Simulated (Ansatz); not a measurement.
Reaction (substitution at a C–Si bond): `OC(O)[SiH2][SiH3]` + `C=N` → `C=NC(O)O` + disilane

Gas-phase electronic energies from Ansatz, PBE0-D4/def2-TZVP geometries. CBS: MP2 limit from def2 TZ/QZ plus the TZ coupled-cluster correction, frozen cores. This one scheme is used for every species. One conformer a species, not always the lowest.

| level | ΔE (kJ/mol) |
| --- | --- |
| HF/def2-TZVPP | -27.1 |
| MP2/def2-TZVPP | -18.4 |

Q: What does CCSD(T)/CBS give? (An estimate is asked.)

A: The calculation gave: -14.2 kJ/mol. The listed levels differ from it by -12.9, -4.2 kJ/mol.

Largest T1 diagnostic among the species: 0.013.

The D4 term adds +3.6 kJ/mol with B3LYP and +2.2 kJ/mol with PBE0; it sums over pairs of atoms, weighted by their polarisabilities, and B3LYP, whose exchange is more repulsive, gets the larger term. In def2-TZVPP, CCSD(T) changes the Hartree–Fock value by +9.1 kJ/mol (the triples alone add −0.0 kJ/mol) and MP2 by +8.7 kJ/mol.

B3LYP here is the variant with VWN-RPA as its local correlation; programs differ in this.
